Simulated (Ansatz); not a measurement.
A nudged elastic band was laid between two geometries of C2H7BFNSi (13 atoms, charge 0, multiplicity 1).

The calculation used RKS LDA/6-31G* (Ansatz 0.2.0).

```json
{"movable images": "4", "climbing image": "no", "spring": "5.0 eV/Å²", "optimiser": "quadratic models (default)", "start path": "IDPP", "force threshold": "0.03 eV/Å", "iteration limit": "60", "end points": "relaxed"}
```

Image 0:

```xyz
13
Properties=species:S:1:pos:R:3
C -1.259 -1.430 -0.348
C -0.409 -0.418 -0.100
Si 1.437 -0.735 -0.205
N -0.858 0.855 0.233
B -0.061 1.975 0.508
F -0.648 3.128 0.812
H -0.891 -2.427 -0.609
H -2.351 -1.296 -0.299
H 2.092 0.120 -1.251
H 1.584 -2.181 -0.577
H 2.122 -0.483 1.106
H -1.882 0.959 0.274
H 1.145 1.899 0.471
```

Image 5:

```xyz
13
Properties=species:S:1:pos:R:3
C -0.868 -1.332 -0.071
C -0.008 -0.305 -0.180
Si 1.790 -0.620 -0.578
N -0.387 1.027 0.040
B -1.406 1.500 0.883
F -1.620 2.813 0.928
H -0.524 -2.365 -0.191
H -1.932 -1.174 0.155
H 2.214 0.305 -1.688
H 1.962 -2.044 -1.009
H 2.679 -0.329 0.599
H 0.182 1.734 -0.441
H -2.063 0.756 1.568
```

(1) What changes between the two ends?

(2) Give the energies along the band, and the barrier.

(3) What is the geometry of the highest image?

## Answers

(1) No bond is made or broken. The dihedral C1–C2–N4–H12 goes from 0 to -155°.

(2) It converged. The highest image is number 3 of 0 to 5, 34.6 kJ/mol above the first end and 17.8 kJ/mol above the last; the last end lies 16.8 kJ/mol above the first. No image climbed, so the highest image needn't sit at the top of the path.

```
image  path coordinate (Å)  energy (kJ/mol)  dihedral C1–C2–N4–H12 (°)
    0                 0.00              0.0                          0
    1                 1.17             10.3                        -20
    2                 2.35             28.1                        -51
    3                 3.52             34.6                        -98
    4                 4.69             23.0                       -133
    5                 5.86             16.8                       -155
```

(3) 
```xyz
13
Properties=species:S:1:pos:R:3
C -1.087 -1.426 0.095
C -0.278 -0.408 -0.216
Si 1.459 -0.632 -0.868
N -0.683 0.940 -0.002
B -0.478 1.674 1.172
F -0.860 2.950 1.205
H -0.774 -2.467 -0.054
H -2.090 -1.245 0.508
H 1.619 0.110 -2.166
H 1.766 -2.087 -1.082
H 2.433 -0.043 0.112
H -1.050 1.430 -0.827
H 0.042 1.170 2.138
```

Run time: 39 s on 2 threads of Intel(R) Xeon(R) Platinum 8488C (Sapphire Rapids), on a shared host, peak memory 0.16 GiB.
